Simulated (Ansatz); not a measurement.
Gas-phase reaction in SMILES: F[Si](Cl)(Cl)Cl [trichloro(fluoro)silane] -> F[Si](Cl)Cl + Cl atom (the Cl-Si bond at the site shown breaks; other sites are not compared here)
Structures are relaxed separately at B3LYP-D3(BJ)/def2-TZVP in Ansatz (a program for electronic structure).

Property: bond dissociation energy (electronic energy difference), in kcal/mol. Cores are frozen in the correlated levels unless marked. Open shells are spin-unrestricted. Spin-orbit coupling is left out. Non-relativistic. CBS(X,Y): correlation extrapolated as X^-3; Hartree-Fock from the larger set. [CCSD(T)-MP2]/basis is that difference in the basis named.

```csv
level,program,bond dissociation energy (kcal/mol)
B3LYP-D4/def2-TZVPD,Ansatz + dftd4,108.1
PBE0-D4/def2-TZVP,Ansatz + dftd4,111.8
B2GP-PLYP-D3(BJ)/def2-TZVPD,Ansatz + dftd3,?
SCS-MP2/cc-pV(T+d)Z,Ansatz,113.1
CCSD/6-31G,Ansatz,?
CCSD/cc-pV(T+d)Z,Ansatz,108.5
"RI-MP2/CBS(cc-pV(T+d)Z,cc-pV(Q+d)Z)+[CCSD(T)-MP2]/cc-pV(T+d)Z",Ansatz,?
```

Complete the blanks.


- B2GP-PLYP-D3(BJ)/def2-TZVPD, bond dissociation energy (kcal/mol): 111.9
- CCSD/6-31G, bond dissociation energy (kcal/mol): 62.8
- RI-MP2/CBS(cc-pV(T+d)Z,cc-pV(Q+d)Z)+[CCSD(T)-MP2]/cc-pV(T+d)Z, bond dissociation energy (kcal/mol): 115.6
